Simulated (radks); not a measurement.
The numbers below are computed, except where a source is named.
Spherical quantum dot in the effective-mass picture: electrons in a hard-walled sphere of radius 5.81, all in effective atomic units (hartree* = m*/eps^2 hartree, bohr* = eps/m* bohr), one dielectric constant everywhere. Level of theory: non-relativistic Kohn-Sham, PBEsol, spin-polarised, spherical densities (a radial shooting solver with Libxc functionals). Levels are named by radial order and angular momentum (1s, 1p, 1d, 2s, ...), and open shells are averaged over m. Results are scaled to m* = 0.157 and eps = 7.3, for which hartree* = 80.17 meV and bohr* = 2.461 nm.

N = 12, configuration 1s2 1p6 1d(up 4, down 0). This is the lowest configuration that the search found. Occupied levels:

| level | occupation | eigenvalue (meV) | <r> (nm) |
|---|---|---|---|
| 1s up | 1 | 215.08 | 9.577 |
| 1s down | 1 | 218.28 | 9.461 |
| 1p up | 3 | 221.34 | 9.932 |
| 1p down | 3 | 224.77 | 9.868 |
| 1d up | 4 | 232.23 | 10.25 |

Energy (meV): total 1463.37, kinetic 394.00, external 0, Hartree 1309.4, exchange-correlation -240.02.
